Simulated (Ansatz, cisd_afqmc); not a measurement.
Species: SnBr2, charge 0, singlet. SnBr2 (SMILES [Br][Sn][Br]).
B3LYP-D3(BJ)/def2-TZVP minimum from Ansatz (an electronic-structure program):
```xyz
3

Sn     0.0111    -0.0013     0.9566
Br     0.9780     1.6801    -0.6925
Br    -0.9940    -1.6782    -0.6740
```
Charge 0, spin multiplicity 1.

Total energies in def2-SVP, 18 correlated electrons, 37 frozen orbitals. Radicals and triplets start from unrestricted determinants; spin-orbit coupling is neglected. Correlated methods leave the cores frozen (noble-gas shells, and filled d and f shells in the p block). Past Kr the def2 sets carry scalar-relativistic core potentials. AFQMC is phaseless with a CISD trial state; ± is one standard error, without the phaseless bias. Outlying blocks are dropped, and bars are widened where a walk drifts. Over all cases where full CI ran beside it in this data, AFQMC minus full CI had a median of +0.1 mEh and passed +0.4 mEh in a tenth of the cases. Spin-orbit terms, left out, reach several kcal/mol for Br and I, and more for heavier atoms.

```tsv
method	program	energy (Eh)	minus CCSDT(Q) (mEh)
HF	Ansatz	-5357.67113	336.74
MP2	Ansatz	-5357.96842	39.46
CCSD	Ansatz	-5357.99681	11.07
CCSD(T)	Ansatz	-5358.00613	1.75
CCSDT(Q)	Ansatz	-5358.00788	0.00
AFQMC/CISD	cisd_afqmc	-5358.0078 ± 0.0004	0.1 ± 0.4
```

Rough core times of Ansatz's runs on a shared machine: CCSD(T) under 20 s, CCSDT(Q) 2 min.
